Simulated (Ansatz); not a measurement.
This geometry of ClGeH3O2 + H2S (10 atoms, charge 0, multiplicity 1) is a first-order saddle point.

Level of theory: RKS revPBE-D4/def2-SVP in Ansatz 0.2.0.

```xyz
10
Properties=species:S:1:pos:R:3
Ge 0.155 0.145 0.083
O -0.097 0.072 2.047
H -1.021 -0.118 2.315
O 1.848 -0.024 -0.530
H 1.924 -0.918 -0.922
Cl -1.417 1.294 -0.959
H -0.418 -1.299 -0.121
S 0.986 2.370 1.092
H 2.230 1.877 1.351
H 0.284 1.279 2.064
```

Problem. Which two structures does it join? (They come from a converged band through this point; their orientation in space is the band's.)

Solution. Bonds broken: Ge1–O2, S8–H10. Bonds formed: Ge1–S8, O2–H10. ClGeH3O2 + H2S becomes ClGeH3OS + H2O.

Initial state:

```xyz
10
Properties=species:S:1:pos:R:3
Ge -0.282 -0.506 -0.043
O -0.816 -0.084 1.589
H -0.454 0.803 1.842
O 1.484 -0.100 -0.171
H 1.687 0.195 -1.080
Cl -1.229 0.713 -1.599
H -0.586 -1.999 -0.282
S 1.233 2.432 2.039
H 1.690 1.558 1.084
H 1.750 1.665 3.040
```

Final state:

```xyz
10
Properties=species:S:1:pos:R:3
Ge -0.034 0.347 0.098
O 0.372 -0.296 2.502
H 0.687 0.532 2.919
O 1.597 -0.446 0.222
H 2.045 -0.370 -0.643
Cl -0.036 0.842 -2.075
H -1.206 -0.626 0.307
S -0.193 2.371 1.060
H 0.039 3.010 -0.122
H 1.203 -0.686 2.149
```

Problem. How far does it lie above each of them?

Solution. 1.03 eV above the first and 1.20 eV above the second. This is the barrier of this one path; another mechanism may lie lower. The orbitals stay closed-shell, which can raise the energy where a bond breaks towards radicals; this wasn't checked here.

Run time: 4 min on 4 threads of Intel(R) Xeon(R) 6975P-C (Granite Rapids), with other jobs on the host, peak memory 0.21 GiB.
